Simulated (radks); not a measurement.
Values are calculated unless marked as measured or tabulated.
Hg39+, configuration [Kr] 4d5.

Level of theory: scalar-relativistic Kohn-Sham, r2SCAN, spin-polarised, spherical densities, finite nucleus; open shells are filled with parallel spins first (spin-orbit coupling, left out, can overturn this in heavy ions); meta-GGA in the generalised Kohn-Sham scheme; Fermi nuclear charge, rms radius 5.4648 fm (a radial shooting solver on a logarithmic mesh with Libxc functionals).

Energy parts (hartree):
total: -18694.1625
kinetic: 21088.4392
electron-nucleus: -43811.6081
Hartree: 4330.7375
exchange-correlation: -301.7311

Orbitals (lengths in bohr, moments of r in powers of bohr):
orbital	occ.	eigenvalue (hartree)	<r^2>
1s up	1	-3122.343	0.0003810
1s down	1	-3122.342	0.0003810
2s up	1	-606.8812	0.005794
2s down	1	-606.5487	0.005792
2p up	3	-532.0663	0.004898
2p down	3	-531.7998	0.004895
3s up	1	-191.4942	0.03665
3s down	1	-191.4178	0.03660
3p up	3	-169.7328	0.03758
3p down	3	-169.6262	0.03751
3d up	5	-147.2370	0.03092
3d down	5	-147.0024	0.03091
4s up	1	-84.29381	0.1517
4s down	1	-83.55448	0.1521
4p up	3	-76.34506	0.1640
4p down	3	-75.61740	0.1646
4d up	5	-67.43211	0.1658
4d down	0	-66.69596	0.1663
5s up	0	-46.33950	0.4579
5s down	0	-45.82326	0.4611
5p up	0	-42.81852	0.5016
5p down	0	-42.29961	0.5067

The highest occupied level is 4d up at -1834.9 eV. Spin moment in Bohr magnetons: 5. The electron density at the nucleus is 2.501e+06 e/bohr^3 (large components only). The spin density at the nucleus is -36.97 e/bohr^3 (1s -3.19, 2s -96.51, 3s 24.61, 4s 38.11). For comparison, the ionisation energy in NIST's Atomic Spectra Database is 1839 eV (theoretical). In exact Kohn-Sham theory the highest level is minus the ionisation energy, but local and semilocal functionals leave it too shallow, through self-interaction and a potential that decays too fast; potentials with the right tail come closer.
